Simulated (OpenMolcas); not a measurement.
# Ta2+: effect of the level shift or regulariser

```yaml
Program: OpenMolcas 26.06
Basis: ANO-RCC-VQZP [9s8p6d4f3g2h]
Scalar_Hamiltonian: DKH2, point nucleus
Active_space: 3 electrons in 5 orbitals (5d)
State_averaging: 2S+1 = 4 even, 10 roots; 2S+1 = 2 even, 40 roots
Spin-orbit_coupling: RASSI with atomic mean-field integrals over the reference wave functions, term energies averaged over their components
```

Methods on the same reference wave functions:
A. CASSCF
B. MS-CASPT2, IPEA 0.25 Eh, imaginary shift 0.1 Eh (closed shells correlated: 5s 5p)
C. MS-CASPT2, IPEA 0.25 Eh, imaginary shift 0.3 Eh (closed shells correlated: 5s 5p)

Energies in cm-1 above 5d3 4F 3/2.

```tsv
Level	A	B	C
5d3 4F 3/2	0.0	0.0	0.0
5d3 4F 5/2	2409	2720	2640
5d3 4F 7/2	4949	5220	5140
5d3 4F 9/2	7311	7240	7210
5d3 2G 7/2	14759	12290	12520
5d3 4P 5/2	16031	14590	14590
5d3 2H 11/2	20643	18310	18270
5d3 2D 5/2(1)	22646	18880	19360
5d3 2F 7/2	29444	24150	24750
5d3 2F 5/2	29700	24270	24840
5d3 2D 5/2(2)	44376	36730	37110
5d3 2D 3/2(2)	44767	37290	37540
```

Between B and C the level of the table that moves most is 5d3 2F 7/2, by 590 cm-1 (lowest in B, highest in C). Moves below CASPT2's spread within the term are not significant.

From A to B the spin-free energies of the other terms of 5d3 shown, above 4F, scale by factors of 0.70 to 0.85.

The lowest spin-free term lies below A's lowest term by 0.269 hartree in B, 0.269 hartree in C.

CASPT2 breaks the degeneracy within a term, and the mean is taken; among the terms shown or strongly mixed into the levels shown the widest spread is 810 cm-1 (5d3 2H, B). Configurations with an s electron lie low in 5d ions of this charge, fall among these levels and mix in, so low-spin terms can stand far too high, up to twice their true height, and weights are not those of the real levels. The CASPT2 spread within a term exceeds the gap to the next term for 5d3 2D(1) and 5d3 2H, so the order of their levels is uncertain (figures for B; the like holds for C). Without dynamic correlation excited terms often stand tens of per cent too high (terms of higher spin than the ground term too low), and those without a measured partner can miss by more than the paired ones (holds for A). Levels of configurations outside the active space are missing. Levels that lie high or do not pair safely by name in every column are left out.

A number in round brackets counts repeated terms of one configuration in the order of the reference energies.
